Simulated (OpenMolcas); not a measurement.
## What dynamic correlation does to the levels of Xe III

```
Program             : OpenMolcas 26.06
Basis               : ANO-RCC-VQZP [8s7p5d3f2g]
Scalar Hamiltonian  : DKH2, point nucleus
Active space        : 4 electrons in 3 orbitals (5p)
State averaging     : 2S+1 = 3 even, 3 roots; 2S+1 = 1 even, 6 roots
Spin-orbit coupling : RASSI with atomic mean-field integrals over the reference wave functions, term energies averaged over their components
```

Methods on the same reference wave functions:
A. CASSCF
B. SS-CASPT2, IPEA 0.25 Eh, imaginary shift 0.1 Eh (closed shells correlated: 4d 5s)

Energies in cm⁻¹ above 5s² 5p⁴ ³P₂, the measured ground level; measured values from Saloman, J. Phys. Chem. Ref. Data 33, 765 (2004).

```
      Level      A      B  Measured
5s² 5p⁴ ³P₂    0.0    0.0       0.0
5s² 5p⁴ ³P₀   8448   7940      8130
5s² 5p⁴ ³P₁   8670   8910      9794
5s² 5p⁴ ¹D₂  18820  16630     17099
5s² 5p⁴ ¹S₀  39424  35200     36103
```

Deviations, from unrounded energies. A percentage is the sum of absolute deviations over the sum of measured energies, with the sign that they share, or ± where signs differ.

```
                        Against measurement  Levels     A     B
             mean absolute deviation (cm-1)       4  1600   610
      fine structure of the ground term (%)       2  ±8.0  -6.0
other terms of the ground configuration (%)       2  +9.5  -2.6
```

B lies closest to measurement on these levels. The largest miss of B in the table is 5s² 5p⁴ ¹S₀, by -900 cm-1. The ranking rests on the paired levels alone, and a cruder setting can come out closer through cancelling errors.

From A to B the spin-free energies of the other terms of 5s² 5p⁴ shown, above ³P, scale by factors of 0.78 to 0.83.

The lowest spin-free term lies below A's lowest term by 0.632 hartree in B.

Term energies are means over components that CASPT2 splits; among the terms shown or strongly mixed into the levels shown the widest spread is 170 cm-1 (5s² 5p⁴ ¹D, B). With the s shell closed, the reference lacks s² → p² mixing. Measured partners are found by configuration, term and J. A level has none where our copy of the source lacks it or the pairing is in doubt (some pairs that miss far off the trend of their configuration count as doubtful), and it then counts in no deviation. Levels of configurations outside the active space are missing.
